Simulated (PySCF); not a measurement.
**PbBr⁺: one state, many levels of theory**

State: ¹Σ⁺ (singlet), closed shell. Set-up: PySCF, scalar-relativistic core potentials, basis sets Pb cc-pVDZ-PP with ECP60, Br cc-pVDZ-PP with ECP10. De refers to Pb⁺ + Br in their high-spin ground configurations, without counterpoise correction. A positive dipole points towards Br; it is taken about the centre of mass and depends on that origin.

```tsv
Level	Re (Å)	ωe (cm⁻¹)	De (eV)	μ (D)	CPU s a point (SCF and correlation, without the integrals)
RHF	2.515	261	n/a	-4.61	0.039
RHF-MP2	2.510	265	n/a	n/a	0.068
RHF-SCS-MP2	2.517	261	n/a	n/a	n/a
RHF-CCSD	2.519	260	n/a	n/a	n/a
RHF-CCSD(T)	2.525	256	n/a	n/a	1.2
LDA	2.498	261	n/a	-2.87	0.42
PBE	2.537	248	n/a	-3.24	0.54
PBEsol	2.514	255	n/a	-3.09	0.44
revPBE	2.548	243	n/a	-3.38	0.69
r²SCAN	2.516	257	n/a	-3.51	0.76
PBE0	2.510	260	n/a	-3.64	0.89
HSE06	2.514	258	n/a	-3.58	1
```

Q: What does a quarter of exact exchange do here, going from PBE to PBE0?

A: PBE0 less PBE: -2.7 pm in Re, +4.8 % in ωe. Exact exchange removes part of the self-interaction that spreads semilocal densities, and in most molecules shortens and stiffens the bond and lowers De; so it does here.

Q: What does the step from GGA to meta-GGA do here, going from PBE to r²SCAN?

A: r²SCAN less PBE: -2.1 pm in Re, +3.6 % in ωe. 

Q: What does second-order correlation do here, going from RHF to RHF-MP2?

A: RHF-MP2 less RHF: -0.5 pm in Re, +1.5 % in ωe. Correlation nearly always deepens the well. The bond shortens, as in weak, metallic or heavy-atom bonds, where dispersion and the correlation of outer-core electrons pull the atoms together.

Correlated steps freeze 8 core orbitals. These are scalar-relativistic numbers at best; spin–orbit coupling would shift them, the dissociation energy most.

The whole job (state search and all levels along the bond) took about 1.4 min on 1 thread of Arm Neoverse V2 (shared host), peak memory 0.5 GiB.
